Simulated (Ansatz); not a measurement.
A nudged elastic band was laid between two geometries of CH$_{7}$NO$_{2}$Si$_{2}$ (13 atoms, charge 0, multiplicity 1).

Method: RKS PBE-D4/def2-SVP in Ansatz.

```yaml
movable_images: 7
climbing_image: yes
spring: 5.0 eV/Å²
optimiser: quadratic models (default)
start_path: through a guess of the saddle point
force_threshold: 0.05 eV/Å
iteration_limit: 60
end_points: relaxed
```

Image 0:

```xyz
13
Properties=species:S:1:pos:R:3
O -1.595 -0.061 0.284
C -0.274 0.392 0.298
O 0.650 -0.663 0.317
Si 0.294 -2.083 -0.557
N 0.038 1.449 1.221
Si 0.251 2.051 -0.442
H -1.853 -0.198 1.222
H -0.140 -1.744 -1.956
H 1.597 -2.827 -0.580
H -0.742 -2.938 0.115
H 0.770 1.253 1.915
H 1.641 2.126 -0.997
H -0.617 3.211 -0.824
```

Image 8:

```xyz
13
Properties=species:S:1:pos:R:3
O -1.747 0.367 0.788
C -0.426 0.367 0.418
O 0.035 -1.025 0.370
Si 0.173 -1.865 -1.520
N 0.536 1.226 1.032
Si 0.311 1.699 -0.679
H -1.869 -0.350 1.445
H 0.944 -1.019 0.743
H 1.452 -2.564 -0.981
H -0.736 -3.027 -1.064
H 0.359 1.655 1.948
H 1.551 1.626 -1.508
H -0.565 2.875 -0.978
```

Problem. Which bonds break or form, and what moves?

Solution. Bonds broken: Si4–H8. Bonds formed: O3–H8.

Problem. Give the energies along the band, and the barrier.

Solution. The run ended unconverged. The highest image is number 8 of 0 to 8, 2.23 eV above the first end and 0.00 eV above the last; the last end lies 2.23 eV above the first. The band didn't meet its force threshold, so its energies are provisional: the largest band force was still 0.22 eV/Å, and over the last iterations the top stayed at 2.23 eV. Neighbouring images lie up to 3.7 Å apart, so the band is torn or far too coarse. The orbitals stay closed-shell, which can raise the energy where a bond breaks towards radicals; this wasn't checked here.

| image | path coordinate (Å) | energy (eV) | Si4–H8 (Å) | O3–H8 (Å) |
| --- | --- | --- | --- | --- |
| 0 | 0.00 | 0.00 | 1.50 | 2.64 |
| 1 | 2.55 | 0.08 | 1.51 | 2.62 |
| 2 | 5.10 | 0.01 | 1.50 | 2.51 |
| 3 | 7.64 | 0.14 | 1.50 | 2.54 |
| 4 | 10.19 | 0.02 | 1.49 | 2.40 |
| 5 | 12.74 | 2.23 | 2.54 | 0.97 |
| 6 | 16.42 | 2.04 | 2.48 | 0.98 |
| 7 | 20.10 | 1.98 | 2.53 | 0.98 |
| 8 | 23.78 | 2.23 | 2.54 | 0.98 |

Time of the run: 14 min on 2 threads of AMD EPYC 7R43 64-Core Processor (Zen 3), with other jobs on the host, peak memory 0.2 GiB.
